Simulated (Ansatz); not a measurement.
CH3Cl2Sb (SMILES [CH3][Sb]([Cl])[Cl]), singlet, geometry from GFN2-xTB (core potentials on Sb); HF/def2-TZVPP in Ansatz (a quantum-chemistry and plane-wave program).

The Ansatz input:
Ansatz 0.2 input:
```yaml
crystal:
  periodic: [false, false, false]
  atoms:
    - {symbol: Sb, position_ang: [0.15115564, -0.02374865, 0.58077506]}
    - {symbol: Cl, position_ang: [-1.20761803, -1.50295095, -0.65312206]}
    - {symbol: Cl, position_ang: [-0.30965558, 1.86731347, -0.74901609]}
    - {symbol: C, position_ang: [1.91450198, -0.52657204, -0.57914064]}
    - {symbol: H, position_ang: [2.69862019, 0.18795072, -0.36344326]}
    - {symbol: H, position_ang: [1.65652369, -0.48774154, -1.63015239]}
    - {symbol: H, position_ang: [2.24255782, -1.52375868, -0.31474005]}
basis:
  gaussian:
    orbitals: def2-TZVPP
hamiltonian:
  xc: hf
```

The log (banner, timings and long lists left out):

```
Functional definition: HF
1665 factors; their error is unknown
mean field evaluation 1: about -32595.5777 eV, gradient 3.1e1 eV
mean field evaluation 2: about -32597.6185 eV, gradient 1.7e1 eV
mean field evaluation 4: about -32598.3078 eV, gradient 8.7e-1 eV
mean field evaluation 8: about -32599.2600 eV, gradient 1.7e0 eV
mean field evaluation 16: about -32596.5116 eV, gradient 3.1e1 eV
mean field -32599.26247669 eV, -1198.0007994444 hartree, gradient 2.6e-5 eV, S^2 0.000000; 0 other end points of the search recorded, 0 dependent functions left out
reference -32599.26247669 eV, -1198.0007994444 hartree; 33, 33 occupied and 174, 174 virtual orbitals, 1665 factors
Total energy: -32599.26247669 eV, -1198.0007994444 hartree
```
